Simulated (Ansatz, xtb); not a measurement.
## Relative energy of two isomers of C6H7NO2

Structure I is `C=Cc1cnc(OC)o1`, a singlet and structure II is `C=Cc1ocnc1OC`, a singlet. Both are isolated molecules in the gas phase, relaxed with B3LYP-D3(BJ)/def2-SVP, each in the lowest conformer that the search found.

Problem. Estimate which is lower in electronic energy at CCSD(T)/def2-SVP + ΔMP2/def2-TZVPP, and by roughly how much.

Solution. The CCSD(T)/def2-SVP + ΔMP2/def2-TZVPP calculation puts structure I lower, by 12.8 kJ/mol.

Level by level:

```tsv
level	geometry	E(II) − E(I) (kJ/mol)	departure from the last row (kJ/mol)	job, with rough time for the two
GFN2-xTB	GFN2-xTB	+15.1	+2.2	optimisation, 0.15 s
HF/STO-3G	GFN2-xTB	+15.7	+2.9	single point, 0.68 s
r2SCAN-D4/def2-SVP	GFN2-xTB	+8.3	−4.5	single point, 4.9 s
B3LYP-D3(BJ)/def2-SVP	B3LYP-D3(BJ)/def2-SVP	+8.6	−4.2	optimisation, 53 s
HF/def2-SVP	B3LYP-D3(BJ)/def2-SVP	+22.9	+10.1	part of the CCSD(T) run
MP2/def2-SVP	B3LYP-D3(BJ)/def2-SVP	+10.3	−2.5	part of the CCSD(T) run
CCSD(T)/def2-SVP	B3LYP-D3(BJ)/def2-SVP	+11.8	−1.0	single point
CCSD(T)/def2-SVP + ΔMP2/def2-TZVPP	B3LYP-D3(BJ)/def2-SVP	+12.8		single point, 1.9 min
```

As drawn, both hold the same kinds of bond in the same numbers.

The levels shown agree on the order. The largest departure from CCSD(T)/def2-SVP + ΔMP2/def2-TZVPP is that of HF/def2-SVP, 10.1 kJ/mol. The last row adds to CCSD(T) the change of the MP2 difference between the two basis sets, here +1.0 kJ/mol.

With thermal terms from frequencies at re-optimised GFN2-xTB minima (ideal gas, soft modes damped towards free rotors, one conformer each, 298.15 K, 1 atm): on the last row, ΔE + ΔZPE = +12.6, ΔH = +12.4, ΔG = +12.7 kJ/mol.

The correlated steps freeze 9 core orbitals. Programs: Ansatz 0.2.0, xtb 6.7.1; the last row on 2 threads of Intel(R) Xeon(R) 6975P-C (Granite Rapids) on a shared host.
